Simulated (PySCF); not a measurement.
Compound: C5H6FNO.
SMILES with atom numbers: `[CH3:1][C@@H:2]([C:3]#[N:4])[C@@H:5]1[O:6][C@H:7]1[F:8]` (hydrogens: H9, H10, H11 on C1; H12 on C2; H13 on C5; H14 on C7)

Computed with PySCF at B3LYP/def2-SVPD, non-relativistic, on one gas-phase PBE0-D3(BJ)/def2-SVP geometry that isn't relaxed in the solvent. The solvent is an IEF-PCM continuum (cavity from Bondi-type radii × 1.2). Specific hydrogen bonds and non-electrostatic terms are outside this model.

Gas phase at B3LYP/def2-SVPD: HOMO -8.87 eV, LUMO -0.29 eV, dipole 4.57 D.

**Question.** What does the continuum do to the energy, the frontier levels and the dipole at B3LYP/def2-SVPD in cyclohexane and acetonitrile?

**Answer.** 
```json
{"solvent": "cyclohexane", "ε": "2.017", "E(solvent) − E(gas) (kJ/mol)": "-16.78", "polarisation term (kJ/mol)": "-18.28", "distortion of the solute (kJ/mol)": "1.50", "HOMO (eV)": "-8.76", "LUMO (eV)": "-0.08", "dipole (D)": "5.12"}
{"solvent": "acetonitrile", "ε": "35.69", "E(solvent) − E(gas) (kJ/mol)": "-43.07", "polarisation term (kJ/mol)": "-53.44", "distortion of the solute (kJ/mol)": "10.37", "HOMO (eV)": "-8.65", "LUMO (eV)": "0.10", "dipole (D)": "6.03"}
```

The polarisation term is half the interaction of the solute with the surface charges that it induces; the rest is the cost of distorting the solute's density. The sum is the electrostatic part of solvation alone. The atom shares or the degeneracy of the HOMO differ from the gas phase in acetonitrile, so that column needn't follow one orbital. The atom shares or the degeneracy of the LUMO differ from the gas phase in cyclohexane and acetonitrile, so that column needn't follow one orbital. From cyclohexane to acetonitrile the lowering changes by a factor 2.57, Onsager's factor (ε − 1)/(2ε + 1) by 2.37 and ε itself by 17.7.

**Question.** Which radius a makes the point-dipole formula ΔE = −[(ε − 1)/(2ε + 1)]·μ²/a³ give the value in acetonitrile, with the gas-phase dipole?

**Answer.** μ = 1.797 au and |ΔE| = 0.01641 Eh give a = 2.41 Å; the farthest nucleus lies 3.13 Å from the centroid of the nuclei, so such a sphere wouldn't even hold the nuclei. The formula assumes a rigid point dipole at the centre of a sphere.

**Question.** How does the static polarisability (B3LYP/def2-SVPD, frozen core, with the continuum's full static response) change?

**Answer.** 
```json
{"medium": "gas", "isotropic (au)": "66.0", "principal values (au)": "54.7, 62.9, 80.4", "⟨r²⟩ of the electrons (bohr²)": "1093.9"}
{"medium": "cyclohexane", "isotropic (au)": "73.0", "principal values (au)": "60.7, 69.3, 88.9", "⟨r²⟩ of the electrons (bohr²)": "1094.9"}
{"medium": "acetonitrile", "isotropic (au)": "85.7", "principal values (au)": "73.6, 80.7, 102.8", "⟨r²⟩ of the electrons (bohr²)": "1096.5"}
```

The isotropic value in acetonitrile is 1.30 times the gas-phase one; no cavity-field correction is applied. ⟨r²⟩ is taken about the centre of nuclear charge.

The values belong to the conformer `[CH3:1][C@@H:2]([C:3]#[N:4])[C@@H:5]1[O:6][C@H:7]1[F:8]`: C1–C2–C5–O6 161°.
